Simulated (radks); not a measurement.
The numbers below are computed, except where a source is named.
The nickel ion Ni2+ inside a hard spherical wall (all orbitals vanish at R), configuration held at [Ar] 3d8 and not refilled when levels cross. Level of theory: scalar-relativistic Kohn-Sham, PBEsol, spin-polarised, spherical densities, finite nucleus; open shells are filled with parallel spins first; Fermi nuclear charge, rms radius 3.7757 fm (a radial shooting solver on a logarithmic mesh with Libxc functionals). Eigenvalues in eV for spin up, with the zero of energy where the potential of the charges vanishes at infinity; a dash marks a level that is unbound or too diffuse for the functional's potential to be trusted. A positive occupied level is held by the wall or, in an anion where self-interaction has pushed it up, behind a barrier. The pressure on the wall is -dE/dV.

| R (bohr) | E (hartree) | kinetic (hartree) | e(2p) | e(3s) | e(3p) | e(3d) | e(4s, empty) | e(4p, empty) | pressure (GPa) |
|---|---|---|---|---|---|---|---|---|---|
| free | -1518.29014 | 1539.234 | -863.79 | -131.41 | -91.896 | -29.254 | -21.749 | -15.006 | 0 |
| 20 | -1518.29014 | 1539.234 | -863.79 | -131.41 | -91.896 | -29.254 | -21.749 | -15.006 | < 0.0001 |
| 15 | -1518.29014 | 1539.234 | -863.79 | -131.41 | -91.896 | -29.254 | -21.749 | -15.006 | < 0.0001 |
| 12 | -1518.29014 | 1539.234 | -863.79 | -131.41 | -91.896 | -29.254 | -21.749 | -15.006 | < 0.0001 |
| 10 | -1518.29014 | 1539.234 | -863.79 | -131.41 | -91.896 | -29.254 | -21.749 | -15.005 | < 0.0001 |
| 8 | -1518.29014 | 1539.234 | -863.79 | -131.41 | -91.896 | -29.254 | -21.748 | -14.994 | < 0.0001 |
| 7 | -1518.29013 | 1539.234 | -863.79 | -131.41 | -91.895 | -29.253 | -21.742 | -14.952 | 0.000921 |
| 4 | -1518.27819 | 1539.332 | -863.23 | -130.93 | -91.425 | -28.791 | -19.880 | -11.284 | 4.13 |
| 3.5 | -1518.25135 | 1539.510 | -862.35 | -130.20 | -90.717 | -28.071 | -17.409 | -7.613 | 17.5 |
| 3 | -1518.16312 | 1540.010 | -860.19 | -128.50 | -89.057 | -26.307 | -11.610 | 0.111 | 79.4 |
| 2.5 | -1517.85363 | 1541.565 | -854.82 | -124.53 | -85.158 | -21.916 | 2.814 | 17.620 | 419 |
